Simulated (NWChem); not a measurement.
System: C4H5NS; SMILES Nc1cccs1

```xyz
11

N     -0.0450    -2.1937    -0.0975
C     -0.1967    -0.8055    -0.0131
C     -1.3487    -0.0617     0.0240
C     -1.1006     1.3481     0.0036
C      0.2237     1.6675    -0.0420
S      1.2178     0.2304    -0.0934
H     -0.9149    -2.6844     0.0814
H      0.6893    -2.5671     0.4958
H     -2.3386    -0.5041     0.0717
H     -1.8893     2.0925     0.0402
H      0.6900     2.6427    -0.0368
```
Atoms are numbered in this order, from 1.

Program: NWChem. Pople sets run with spherical d functions. Structure relaxed at the B3LYP/6-31G* (spherical d) level. Level: B3LYP/6-31G* with SMD (1 M gas to 1 M solution), gas-phase geometry.

Estimate the computed values for solvent toluene. Quantities: solvation free energy (kcal/mol); cavity-dispersion-structure term (kcal/mol); dipole in solution (D).


```
Quantity                                     Result
-------------------------------------------  ------
solvation free energy (kcal/mol)               -5.9
cavity-dispersion-structure term (kcal/mol)    -1.4
dipole in solution (D)                         2.15
```
